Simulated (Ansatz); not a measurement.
Energy needed to pull apart AlGeH4, doublet, into free ground-state atoms, from the structure below (displaced at random from a GFN2-xTB minimum); no zero-point or spin–orbit terms; open-shell atoms are treated unrestricted, in their ground-state multiplicity.

```xyz
6
angstrom
Al -0.0292 -0.5458 0.0206
Ge -0.3445 1.9727 -0.2248
H 0.9559 -1.6699 0.6463
H -1.4192 -1.1267 -0.7302
H 0.8729 0.7190 -0.8358
H -0.1914 0.7275 1.2496
```

Computed with Ansatz 0.2.0 (basis: def2-TZVPP); correlated methods freeze the cores; orbitals are unrestricted. Filled d shells of the heavier atoms are correlated. The def2 sets are not built for correlating such inner shells, so the correlated values are less sure here.

| method | atomization energy (kJ/mol) |
| --- | --- |
| PBE-D4 | 1301 |
| r2SCAN-D4 | ? |
| PBE0-D4 | 1290 |
| BHLYP-D4 | 1293 |
| LC-wPBE | 1280 |
| wB97M-V | 1307 |
| HF | 956 |
| MP2 | 1242 |
| CCSD | ? |
| CCSD(T) | 1285 |

(1) What does CCSD give? (An estimate is asked for; the value comes from the calculation.)

(2) What does r2SCAN-D4 give? (Judge from chemistry; the value comes from the calculation.)

The T1 diagnostic stays at or below 0.016. ⟨S²⟩ of the unrestricted Hartree–Fock references: 0.77 (a pure state has 0.75).

Answers

(1) The calculation gives: 1271 kJ/mol, which is about 14 kJ/mol less than CCSD(T)/def2-TZVPP.

(2) Computed: 1330 kJ/mol, which is about 45 kJ/mol more than CCSD(T)/def2-TZVPP.

In triple zeta the MP2 and coupled-cluster atomization energies are still short of their basis limit by a few kcal/mol a bond, whereas those of the functionals are nearly converged, so these differences are not deviations from converged CCSD(T).

For scale, one of the runs: CCSD(T)/def2-TZVPP forces, 146 basis functions (an equivalent command: `ansatz run in.yaml --threads 4`). The run took 2.7 min on 4 CPU threads (shared host), with 3.4 GiB of host memory at its peak.
